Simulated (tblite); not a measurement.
C₂H₁₂GeN₂Si.
SMILES with atom numbers: `[CH3:1][NH:2][GeH2:3][N:4]([CH3:5])[SiH3:6]` (hydrogens: H7, H8, H9 on C1; H10 on N2; H11, H12 on Ge3; H13, H14, H15 on C5; H16, H17, H18 on Si6)

Computed with GFN2-xTB (tblite), gas phase: L-BFGS steps from a force-field or distance-geometry start until the largest atomic force falls under 0.01 eV/Å.

The end geometry, which sets the zero of energy:
```
atom  x, y, z in Å
C1      2.2595    0.4149    0.9948
N2      1.7971    0.7830   -0.3317
Ge3     0.5756   -0.1750   -1.2587
N4     -0.9087   -0.3245   -0.2017
C5     -1.7472   -1.4991   -0.3498
Si6    -1.6109    1.0172    0.6369
H7      2.6137    1.3022    1.5245
H8      3.0682   -0.3244    0.9800
H9      1.4174   -0.0034    1.5438
H10     2.5441    1.1848   -0.8804
H11     0.3872    0.6271   -2.5267
H12     0.9121   -1.6233   -1.6008
H13    -1.1611   -2.3315   -0.7441
H14    -2.1569   -1.7915    0.6187
H15    -2.5858   -1.3192   -1.0303
H16    -2.0173    0.5035    1.9535
H17    -0.5937    2.0552    0.7352
H18    -2.8020    1.5105   -0.0748
```

Problem. These geometries come from the run, each turned onto the end geometry. Order them by energy, lowest first.
A.
```
atom  x, y, z in Å
C1      2.4303    0.4167    0.8596
N2      1.7370    0.9855   -0.2849
Ge3     0.4967   -0.1189   -1.0184
N4     -0.8441   -0.4814    0.1900
C5     -1.7189   -1.5311   -0.2975
Si6    -1.6918    0.9646    0.6660
H7      3.1583    1.1137    1.2808
H8      2.9357   -0.5168    0.6110
H9      1.6838    0.1930    1.6148
H10     2.4321    1.2777   -0.9612
H11    -0.1255    0.5156   -2.2195
H12     1.1668   -1.4159   -1.4268
H13    -1.1592   -2.4348   -0.5445
H14    -2.4925   -1.7782    0.4262
H15    -2.2224   -1.2144   -1.2153
H16    -2.7334    0.6127    1.6150
H17    -0.7491    1.9100    1.2330
H18    -2.3125    1.5086   -0.5401
```
B.
```
atom  x, y, z in Å
C1      2.4494    0.4001    0.8788
N2      1.7630    0.9329   -0.2874
Ge3     0.5098   -0.1231   -1.0630
N4     -0.8918   -0.4278    0.1015
C5     -1.7375   -1.5267   -0.3220
Si6    -1.7048    0.9965    0.6574
H7      3.1388    1.1473    1.2559
H8      3.0083   -0.5256    0.7014
H9      1.6876    0.1961    1.6282
H10     2.3852    1.3883   -0.9425
H11    -0.0231    0.5639   -2.3014
H12     1.0376   -1.5257   -1.3946
H13    -1.1084   -2.3968   -0.4966
H14    -2.4465   -1.7447    0.4692
H15    -2.2983   -1.3184   -1.2414
H16    -2.6959    0.4891    1.6097
H17    -0.6790    1.8650    1.2338
H18    -2.4031    1.6159   -0.4984
```
C.
```
atom  x, y, z in Å
C1      2.3154    0.4307    0.9402
N2      1.7798    0.8014   -0.3577
Ge3     0.5460   -0.1855   -1.2310
N4     -0.9079   -0.3482   -0.1277
C5     -1.7459   -1.5171   -0.3235
Si6    -1.6259    1.0178    0.6580
H7      2.6062    1.3254    1.4958
H8      3.1863   -0.2299    0.8719
H9      1.5339   -0.0836    1.4965
H10     2.4789    1.2526   -0.9291
H11     0.2998    0.5751   -2.5142
H12     0.9030   -1.6348   -1.5497
H13    -1.1268   -2.3766   -0.5895
H14    -2.2846   -1.7467    0.5962
H15    -2.4816   -1.3742   -1.1215
H16    -2.3755    0.4608    1.7910
H17    -0.5485    1.8957    1.1005
H18    -2.5613    1.7436   -0.2177
```
D.
```
atom  x, y, z in Å
C1      2.2849    0.4307    0.9664
N2      1.7756    0.7944   -0.3438
Ge3     0.5605   -0.1934   -1.2430
N4     -0.9101   -0.3507   -0.1616
C5     -1.7595   -1.5149   -0.3368
Si6    -1.6019    1.0159    0.6468
H7      2.5652    1.3301    1.5186
H8      3.1570   -0.2294    0.9154
H9      1.4940   -0.0779    1.5146
H10     2.4856    1.2524   -0.8964
H11     0.3308    0.5810   -2.5192
H12     0.9280   -1.6402   -1.5709
H13    -1.1644   -2.3639   -0.6823
H14    -2.2272   -1.7811    0.6132
H15    -2.5553   -1.3395   -1.0690
H16    -2.2256    0.4807    1.8631
H17    -0.5089    1.9346    0.9361
H18    -2.6374    1.6779   -0.1628
```
E.
```
atom  x, y, z in Å
C1      2.3931    0.4310    0.9178
N2      1.7751    0.8711   -0.3247
Ge3     0.5377   -0.1568   -1.1774
N4     -0.9441   -0.3534   -0.1067
C5     -1.7548   -1.5384   -0.3257
Si6    -1.6921    1.0136    0.6501
H7      2.8655    1.2773    1.4235
H8      3.1455   -0.3540    0.7704
H9      1.6058    0.0389    1.5602
H10     2.4636    1.2827   -0.9433
H11     0.2653    0.5896   -2.4599
H12     0.9409   -1.5986   -1.4690
H13    -1.1169   -2.4033   -0.5160
H14    -2.3540   -1.7398    0.5602
H15    -2.4335   -1.4302   -1.1768
H16    -2.5403    0.4380    1.6971
H17    -0.6135    1.8461    1.1715
H18    -2.5522    1.7928   -0.2626
```

Solution. D (0.005 eV), C (0.009 eV), E (0.022 eV), B (0.134 eV), A (0.261 eV).

In the order of the answer:

```
step  E above end (eV)  largest force (eV/Å)  rms force component (eV/Å)  rms distance from end (Å)  rms bond change (Å)  bond most changed (Å)
  90             0.005                  0.05                       0.015                      0.117                0.002          Ge3–N4 +0.004
  64             0.009                  0.04                       0.011                      0.185                0.002          Ge3–N4 +0.004
  45             0.022                  0.09                       0.034                      0.258                0.005          N2–Ge3 +0.013
  11             0.134                  0.33                       0.107                      0.390                0.007          Ge3–N4 +0.019
   5             0.261                  0.35                       0.137                      0.432                0.009         Ge3–H11 -0.018
```

The cost below is that of the whole relaxation. Hardware: one thread of an Intel Xeon at 2.50 GHz, shared host with 64 logical CPUs at a one-minute load of 62. Cost: 4.7 s wall, 2.9 s CPU.
